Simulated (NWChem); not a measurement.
FC(=C(F)C)F (C₃H₃F₃), optimised at PBE0/def2-SVP with NWChem:

| Quantity | Result |
|---|---|
| highest occupied level (eV) | -6.95 |
| orbital gap (eV) | 7.88 |
| dipole (D) | 1.79 |
| highest harmonic frequency (cm⁻¹) | 3196 |
| zero-point energy (kcal/mol) | 36.2 |

Problem. One C atom is replaced by Si, giving [SiH3]C(=C(F)F)F (C2H3F3Si), optimised at the same level. How do these values move?

Solution. 
| quantity | new value | change |
|---|---|---|
| highest occupied level (eV) | -7.40 | -0.45 |
| orbital gap (eV) | 7.30 | -0.58 |
| dipole (D) | 1.18 | -0.61 |
| highest harmonic frequency (cm⁻¹) | 2272 | -924 |
| zero-point energy (kcal/mol) | 28.1 | -8.1 |
